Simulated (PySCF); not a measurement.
Structure problem from calculated spectra and properties.

Elements present: C, H and P. Monoisotopic mass: 168.0387 u.

- Dipole: 2.62 D [PBE0/pcSseg-1]
- 1H NMR: chemical shifts (computed TMS as zero) by class: 3.04 (2 H), 1.57 (2 H), 1.38 (6 H), 1.28 (3 H), 0.40 (2 H) ppm [GIAO PBE0/pcSseg-1]
- 13C NMR: chemical shifts (computed TMS as zero) by class: 19.4 (2 C), 16.6 (1 C), 14.0 (1 C), 10.9 (1 C) ppm [GIAO PBE0/pcSseg-1]
- Rotational structure: rotational constants A, B, C: 2.138, 0.618, 0.582 GHz [GFN2-xTB]
- NMR, other nuclei: isotropic shieldings of nuclei other than C and H, by class: 326 (1 P), 382 (1 P), 506 (1 P) ppm [GIAO PBE0/pcSseg-1]

Gas-phase values; electronic properties from PySCF, density fitting. Levels stand in brackets. Geometry: GFN2-xTB, one conformer, isolated molecule. GFN2-xTB frequencies show an imaginary mode (29i cm⁻¹), so this geometry is no minimum at that level. Each NMR value is the plain mean over a class of atoms that symmetry, rotation or inversion makes alike.

Question: Which formula fits the mass and the elements?

Answer: C5H15P3 (calculated 168.0387). No other formula that holds each of these elements comes within 0.0003 u with a fitting electron parity and a possible valence count.

Question: Give a SMILES that accounts for the data.

Answer: Numbering: `[CH2:1]=[P:2]([CH3:3])([CH3:4])[P:5]([CH3:6])[CH2:7][PH2:8]`. 5 carbons fall into 4 classes; from least to most shielded: sp3 carbon bound to phosphorus [C3/C4] (19.4 ppm, 2 C, up to 8.1 ppm apart in this geometry), sp3 carbon bound to phosphorus [C7] (16.6 ppm), sp3 carbon bound to phosphorus [C6] (14.0 ppm), carbon bonded to P and 2 H [C1] (10.9 ppm). Hydrogen classes from least to most shielded: 2 H on a phosphine phosphorus, P8 (3.04 ppm, a mean of values up to 0.7 ppm apart in this geometry), 2 H on an sp3 carbon bound to phosphorus, C7 (1.57 ppm, a mean of values up to 1.2 ppm apart in this geometry), 6 H on 2 like atoms (sp3 carbon bound to phosphorus), C3/C4 (1.38 ppm, a mean of values up to 0.7 ppm apart in this geometry), 3 H on an sp3 carbon bound to phosphorus, C6 (1.28 ppm, a mean of values up to 1.0 ppm apart in this geometry), 2 H on a carbon bonded to P and 2 H, C1 (0.40 ppm, a mean of values up to 0.6 ppm apart in this geometry). The other shieldings belong to: 326 ppm, phosphorus bonded to 3 C and P [P2]; 382 ppm, three-coordinate phosphorus [P5]; 506 ppm, phosphine phosphorus [P8]. The optimised geometry has point group C1 and is an asymmetric top. Structure: `C=P(C)(C)P(C)CP`. Computed isomers that give other values at the same levels: `CCP(CP)CCP` (13C chemical shifts (computed TMS as zero) by class: 46.1 (1 C), 32.6 (1 C), 19.6 (1 C), 19.3 (1 C), 12.4 (1 C) ppm). The assignments are read from this structure; whether some other isomer fits the data as well wasn't checked.

The values belong to the conformer `[CH2:1]=[P:2]([CH3:3])([CH3:4])[P:5]([CH3:6])[CH2:7][PH2:8]`: C1–P2–P5–C6 -29°, P2–P5–C7–P8 172°, H–P8–C7–P5 72°, H–P8–C7–P5 164°.
